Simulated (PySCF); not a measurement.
H2Sb, SMILES [SbH2-], charge -1.

Geometry: r2SCAN-D4/def2-TZVPD. The def2 effective core potentials stand for the cores of Sb; spin–orbit coupling is left out.

Two levels are set side by side: PBE/def2-TZVPD (PySCF) and ωB97X/def2-TZVPD (PySCF). Same geometry, gas phase. Differences are taken from unrounded values.

| quantity | ωB97X | PBE | PBE minus ωB97X |
|---|---|---|---|
| orbital gap (eV) | 7.07 | 2.34 | -4.73 |
| highest occupied level (eV) | -1.29 | 1.53 | 2.82 |
| lowest empty level (eV) | 5.78 | 3.87 | -1.91 |
| mean polarisability (bohr³) | 89.6 | 97.3 | 7.7 |

PBE's occupied levels lie high since its potential decays too fast outside the molecule; exact exchange lowers them and widens the gap. Loosely held outer electrons make PBE densities more polarisable. Differences between two approximate levels are no errors against the true value.

Rough cost on one machine, each run with all the roots and properties that it gave: ωB97X against PBE within a factor of 2.
